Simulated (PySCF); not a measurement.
PySCF was given this input:
```python
from pyscf import gto, scf, mcscf
import numpy

mol = gto.M(
    atom='''
C     2.545482   -0.754957   -0.688960
C     1.105818   -1.075279   -0.577337
N     0.192446   -0.185205   -0.053057
Si    0.623208    1.438506    0.383339
C    -1.190614   -0.640323   -0.044280
C    -1.733229   -0.744294    1.380893
C    -2.083514    0.243188   -0.913651
H     3.063813   -0.782396    0.279060
H     3.030103   -1.479724   -1.341280
H     2.692602    0.243954   -1.102959
H     0.792709   -2.102563   -0.657403
H     0.849304    2.304462   -0.790381
H    -0.488003    2.000774    1.148931
H     1.833151    1.400850    1.204273
H    -1.198905   -1.648228   -0.478155
H    -2.717473   -1.206722    1.369785
H    -1.814951    0.237994    1.836188
H    -1.067609   -1.353204    1.987926
H    -1.660670    0.329049   -1.911703
H    -2.173883    1.238471   -0.488081
H    -3.075880   -0.195375   -0.991538
''',
    basis='sto-3g',
    charge=0,
    spin=1,
    verbose=4,
)

mf = scf.ROHF(mol)
mf.kernel()
mc = mcscf.CASSCF(mf, 5, 7)
mc.kernel()
occ = numpy.linalg.eigvalsh(mc.fcisolver.make_rdm1(mc.ci, mc.ncas, mc.nelecas))[::-1]
ss = mc.fcisolver.spin_square(mc.ci, mc.ncas, mc.nelecas)[0]
print('natural occupations', occ.round(4), ' <S^2>', round(ss, 4))
```

Q: What does this run give for the SCF-reference Mulliken (on the basis functions themselves) charges in atom order, total energy, nuclear repulsion energy, natural occupations of the active orbitals, SCF-reference dipole moment, SCF-reference <S^2>?

A: 
* **SCF-reference Mulliken (on the basis functions themselves) charges in atom order**: C1 -0.19, C2 0.01, N3 -0.48, Si4 0.83, C5 0.08, C6 -0.19, C7 -0.19, H8 0.05, H9 0.06, H10 0.05, H11 0.04, H12 -0.17, H13 -0.16, H14 -0.16, H15 0.06, H16 0.06, H17 0.06, H18 0.06, H19 0.06, H20 0.05, H21 0.06
* **total energy**: -534.5211 Eh
* **nuclear repulsion energy**: 399.9587 Eh
* **natural occupations of the active orbitals**: 2.00, 2.00, 1.98, 1.00, 0.02
* **SCF-reference dipole moment**: 0.56 D
* **SCF-reference <S^2>**: 0.750

These values belong to the state on which the SCF converged, which isn't shown to be the lowest.

Q: Roughly what does it cost on one core?

A: about 16 core-seconds (a rough figure).
